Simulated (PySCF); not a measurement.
**C₃H₈O₃S: calculation and literature**

Geometry (Å), atoms numbered from 1 in this order:
```xyz
15

C    -1.865    0.580   -0.023
C    -1.052   -0.700    0.089
C     0.366   -0.614   -0.460
S     1.380    0.513    0.485
O     1.058    1.878    0.131
O     1.407    0.067    1.870
O     2.852    0.202   -0.138
H    -1.933    0.921   -1.068
H    -1.419    1.399    0.558
H    -2.888    0.417    0.346
H    -1.552   -1.514   -0.460
H    -0.993   -1.027    1.139
H     0.409   -0.254   -1.499
H     0.884   -1.582   -0.395
H     3.345   -0.286    0.540
```

Measured values that the calculation should reproduce: δ ¹³C C3 53.7; C2 18.8; C1 13.7 ppm (measured; solution, not stated per compound (mostly CDCl3 or CCl4); Pretsch, Buehlmann, Badertscher, Structure Determination of Organic Compounds, 4th ed. (2009)).

PySCF 2.14.0 with density-fitted response routines calculation with PBE0-D3(BJ)/def2-SVP geometry and NMR shieldings at PBE0/pcSseg-1/GIAO; a single conformation, equivalent nuclei averaged, gas phase, no relativistic terms.

(1) How close does the calculation come?

(2) How far are the unscaled ¹³C shifts from the references?

Answers

(1) 
Reference values: measured (solution, not stated per compound (mostly CDCl3 or CCl4); Pretsch, Buehlmann, Badertscher, Structure Determination of Organic Compounds, 4th ed. (2009)).
| atoms | quantity | reference | computed | computed, scaled |
| --- | --- | --- | --- | --- |
| C3 | δ ¹³C | 53.7 | 60.6 | 58.2 |
| C2 | δ ¹³C | 18.8 | 19.4 | 18.2 |
| C1 | δ ¹³C | 13.7 | 13.7 | 12.6 |

Computed shifts are σ(ref) − σ with the named reference compound (TMS for H and C) calculated as an isolated molecule at the same level. The measured values may be among those fitted. Shieldings were converted by linear fits to measured shifts (mostly CDCl3, TMS scale, for H and C): ¹³C (scatter 2.0 ppm rms, 2.2 ppm with the 3 outliers that the fit left out). Occasional misses reach two or three times the rms, and more in compound classes unlike the fitted ones.

(2) Mean signed difference +2.50 ppm, mean absolute 2.50 ppm over 3 comparisons; the largest is +6.9 ppm at C3 (sp3 CH2 bonded to S).
